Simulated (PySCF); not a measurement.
C9H8FNS, SMILES Cn1cccc1-c1sccc1F. Atoms are numbered in the order given.

```xyz
20

C     -1.5748    -1.3652     1.6399
N     -1.8172    -0.3225     0.6757
C     -3.0454     0.2255     0.4328
C     -2.9130     1.2103    -0.5245
C     -1.5469     1.2586    -0.8798
C     -0.8810     0.2970    -0.1277
C      0.5354    -0.0080    -0.1353
S      1.2167    -1.5911     0.1074
C      2.8200    -1.0380    -0.1568
C      2.8579     0.2993    -0.4433
C      1.5609     0.8676    -0.4292
F      1.3583     2.1555    -0.6824
H     -1.4280    -2.3462     1.1599
H     -0.6855    -1.1363     2.2439
H     -2.4406    -1.4345     2.3110
H     -3.9233    -0.1309     0.9677
H     -3.7164     1.8259    -0.9232
H     -1.0736     1.9144    -1.6060
H      3.6549    -1.7316    -0.0730
H      3.7627     0.8726    -0.6440
```

Geometry: PBE0-D3(BJ)/def2-SVP. The structure was generated by enumeration, and PubChem lists no compound with its InChIKey, so it may never have been made. One conformer was computed; it need not be the lowest.

Level of theory: B3LYP/def2-SVP (PySCF).

Computed frontier levels, gap, dipole moment and polarisability:
* **highest occupied level**: -5.31 eV
* **lowest empty level**: -0.85 eV
* **orbital gap**: 4.46 eV
* **dipole moment**: 2.63 D
* **quadrupole, principal values (traceless, Buckingham form, about the centre of nuclear charge)**: -10.79, -0.48, 11.27 D·Å
* **mean static polarisability**: 118.7 bohr³ (17.59 Å³)
* **polarisability, principal values**: 61.1, 118.5, 176.6 bohr³
